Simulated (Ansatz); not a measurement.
Cost and result for the atomization energy of Cl$_{2}$FGa, SMILES `[F][Ga]([Cl])[Cl]` (4 atoms, 3 bonds).

Charge 0, multiplicity 1. Correlated methods include outer-core shells of Ga, which these sets cover unevenly. Scalar relativity is left out up to krypton. The structure was optimised at the PBE0-D4/def2-TZVP level. Program: Ansatz. Hardware: A = 2 threads of an AMD EPYC 7R13 on a shared host; B = 2 threads of an AMD EPYC 7R13 on a shared host and a share of an NVIDIA H100 80 GB. Times are those of one run each, without the atoms' runs, and a repeat can differ threefold. Electronic energies, without spin–orbit coupling; frozen cores. CCSD(T)/CBS adds CCSD(T) − MP2 in def2-TZVPP to the MP2 limit, and its time is that of the two runs behind it. T1 = 0.012. With those shells the extrapolation isn't a true limit. HSE06 is the plane-wave form, built on full-range PBE exchange.

CCSD(T)/CBS is a level of theory with its own doubt, some kJ/mol a heavy atom from the limit and from the frozen cores, so smaller differences don't rank the functionals.

| level | functions | wall time |
| --- | --- | --- |
| revPBE-D4/def2-TZVPP [A] | 163 | 1.3 s |
| CCSD(T)/def2-TZVPP [B] | 163 | 1.5 s |
| CCSD(T)/def2-SVP [A] | 82 | 1.7 s |
| PBE0-D4/def2-TZVPP [A] | 163 | 2.3 s |
| BHLYP-D4/def2-TZVPP [A] | 163 | 2.3 s |
| HSE06-D4/def2-TZVPP [A] | 163 | 2.4 s |
| RPA@PBE/def2-TZVPP [A] | 163 | 2.5 s |
| CAM-B3LYP-D4/def2-TZVPP [A] | 163 | 2.6 s |
| PBE-QIDH/def2-TZVPP [A] | 163 | 3.6 s |
| B97M-V/def2-TZVPP [A] | 163 | 4 s |
| CCSD(T)/def2-QZVPP [B] | 286 | 4.2 s |
| ωB97X-V/def2-TZVPP [A] | 163 | 4.8 s |
| CCSD(T)/CBS(def2) | – | 5.7 s |

Q: What atomization energy does each give, and how far from CCSD(T)/CBS? (Estimate.)

A: Ansatz gave: 
```tsv
level	atomization (kJ/mol)	difference from CCSD(T)/CBS	per bond
revPBE-D4/def2-TZVPP [A]	1176.3	-36.2	-12.1
CCSD(T)/def2-TZVPP [B]	1184.5	-28.0	-9.3
CCSD(T)/def2-SVP [A]	1132.4	-80.1	-26.7
PBE0-D4/def2-TZVPP [A]	1196.3	-16.2	-5.4
BHLYP-D4/def2-TZVPP [A]	1127.3	-85.2	-28.4
HSE06-D4/def2-TZVPP [A]	1197.7	-14.8	-4.9
RPA@PBE/def2-TZVPP [A]	1062.5	-150.0	-50.0
CAM-B3LYP-D4/def2-TZVPP [A]	1181.0	-31.5	-10.5
PBE-QIDH/def2-TZVPP [A]	1216.6	4.1	1.4
B97M-V/def2-TZVPP [A]	1221.9	9.4	3.1
CCSD(T)/def2-QZVPP [B]	1211.2	-1.3	-0.4
ωB97X-V/def2-TZVPP [A]	1214.3	1.8	0.6
CCSD(T)/CBS(def2)	1212.5	0.0	0.0
```

Leaving LDA and LC-ωPBE aside and taking each functional with its dispersion term where it has one, the values, not all of them listed here, spread over 97.0 kJ/mol, from BHLYP-D4 to r2SCAN-D4. LDA lies +191.5 kJ/mol from PBE without D4, its usual overbinding. At CCSD(T), def2-SVP lies −80.2 kJ/mol from the extrapolated value and def2-TZVPP −28.0 kJ/mol: correlation converges slowly with the basis, and small sets miss more of it in the bonded molecule than in its fragments. In def2-TZVPP, CCSD(T) changes the Hartree–Fock value by +302.2 kJ/mol (the triples alone add +29.7 kJ/mol) and MP2 by +380.2 kJ/mol; breaking electron pairs costs correlation energy, which Hartree–Fock lacks.
